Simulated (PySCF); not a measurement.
C2H7NOSi2, SMILES N1C[SiH2]C=1[SiH2]O. Geometry: B3LYP-D3(BJ)/def2-SVP. This is a generated structure with no PubChem entry under its InChIKey; it may be hypothetical. The values are those of a single conformer.

### Question
Give the equilibrium geometry at B3LYP-D3(BJ)/def2-SVP (PySCF confirms it by a frequency run) as a Z-matrix, and its point group. (The exact figures need the calculation; the answer reports its results.)

### Answer
One answer among several that fit: point group Cs.
```
C
N 1 1.3006
C 2 1.4923 1 105.97
H 3 1.1024 2 111.12 1 -120.15
H 3 1.1024 4 107.53 2 121.81
Si 1 1.8932 2 115.09 3 180.00
O 6 1.6634 1 103.33 2 0.00
H 7 0.9755 6 108.42 1 0.00
H 6 1.4905 7 112.35 8 118.71
H 6 1.4905 9 108.42 7 -124.76
Si 1 1.9031 2 94.65 3 0.00
H 11 1.4929 1 118.11 2 112.97
H 11 1.4929 12 108.61 1 -138.03
```
Charge 0, spin multiplicity 1.
